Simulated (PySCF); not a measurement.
## Stationary points of [WCl5]+

Method: PySCF, PBE0, basis W def2-SVP with ECP60, Cl def2-SVP (scalar-relativistic core potentials, no spin–orbit coupling, density fitting).

Relaxations began from a few typed shapes. The search is not exhaustive: other isomers or separated fragments can lie lower, and high-lying points may rest on an excited occupation.

Task: Order these stationary points by electronic energy, lowest first, in kJ/mol from the lowest minimum.
A. singlet D3h: W–Cl 2.217 Å (×3), W–Cl 2.258 Å (×2); Cl–W–Cl 90.0° (×6), Cl–W–Cl 120.0° (×3), Cl–W–Cl 180.0°
B. singlet C4v: W–Cl 2.175 Å, W–Cl 2.249 Å (×4); Cl–W–Cl 86.2° (×4), Cl–W–Cl 104.8° (×4), Cl–W–Cl 150.3° (×2)

Result: A (0.0), B (6.6).

Task: Which of them are minima?

Result: By energy in kJ/mol, 0.0: minimum; 6.6: saddle point, 1 imaginary mode.

Formally W is in oxidation state +6, d0. The polar-tensor charge on W, 2.86, is far below the formal one.

For the lowest minimum: stability towards spin polarisation was not tested. With an element this heavy the missing spin–orbit coupling can shift these numbers.
